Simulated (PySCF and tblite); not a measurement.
The numbers below are computed, except where a source is named.
System: C₆H₈BN, numbered as in [BH2:1][NH:2][c:3]1[cH:4][cH:5][cH:6][cH:7][cH:8]1.

For the rotation about the B1–N2 bond (torsion H–B1–N2–C3 from 0° to 180°, rising): electronic barrier 32.68 kcal/mol, zero-point change -2.42 kcal/mol, thermal and entropy terms at 400 K a further -0.45 kcal/mol (symmetry numbers apart). The minimum is Cs, the saddle C1. Level: PBE0/pcSseg-1 + D3(BJ) on GFN2-xTB stationary points, with GFN2-xTB thermal terms. Rates follow Eyring's equation with the number of equivalent paths and no tunnelling. Run with tblite and PySCF.

Task: How many equivalent paths lead out of the minimum?

Result: 2: the symmetry number of the minimum is 1, that of the saddle displaced along its mode 1, and the displaced saddle is chiral while the minimum is not, which doubles the count.

Task: Work out the rate at 400 K.

Result: ΔG‡ = 29.81 kcal/mol; k_B T/h = 8.3×10¹² s⁻¹; exp(−ΔG‡/RT) = 5.2×10⁻¹⁷; times 2 gives k = 0.00086 s⁻¹.
